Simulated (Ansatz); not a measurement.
A nudged elastic band was laid between two geometries of ClH₅MgO₂Si (10 atoms, charge 0, multiplicity 1).

Computed with RKS PBE-D4/6-31G* (Ansatz).

```json
{
  "movable images": "9",
  "climbing image": "yes",
  "spring": "5.0 eV/Å²",
  "optimiser": "quadratic models (default)",
  "start path": "through a guess of the saddle point",
  "force threshold": "0.05 eV/Å",
  "iteration limit": "60",
  "end points": "relaxed"
}
```

Image 0:

```xyz
10
Properties=species:S:1:pos:R:3
Mg -0.956 -0.682 -1.124
O -0.425 1.139 -1.950
Cl -2.141 -2.228 -2.188
H 0.158 1.245 -1.142
O 0.119 -0.036 0.265
Si 0.641 -0.154 1.826
H 0.127 1.270 -2.746
H 1.695 0.885 2.111
H 1.253 -1.498 2.128
H -0.472 0.058 2.822
```

Image 10:

```xyz
10
Properties=species:S:1:pos:R:3
Mg -0.910 -0.708 -1.140
O -0.493 1.158 -1.940
Cl -1.937 -2.343 -2.237
H 0.057 1.298 -1.112
O 0.069 0.010 0.283
Si 0.635 -0.152 1.825
H 0.074 1.332 -2.717
H 1.866 0.693 2.032
H 1.014 -1.574 2.150
H -0.375 0.284 2.855
```

Problem. What changes between the two ends?

Solution. No bond is made or broken.

Problem. Give the energies along the band, and the barrier.

Solution. The run converged. The highest image is number 0 of 0 to 10, 0.0 kcal/mol above the ends, which have the same energy within 2 meV. The highest image is an end point: on this band no image between the ends rises above it.

```tsv
image	path coordinate (Å)	energy (kcal/mol)
0	0.00	0.0
1	0.10	0.0
2	0.20	0.0
3	0.31	0.0
4	0.41	0.0
5	0.52	0.0
6	0.63	0.0
7	0.75	-0.1
8	0.86	-0.1
9	0.97	-0.1
10	1.08	0.0
```

Time of the run: 7.8 min on 2 threads of Intel(R) Xeon(R) Platinum 8375C CPU @ 2.90GHz (Ice Lake), on a shared host, peak memory 0.17 GiB.
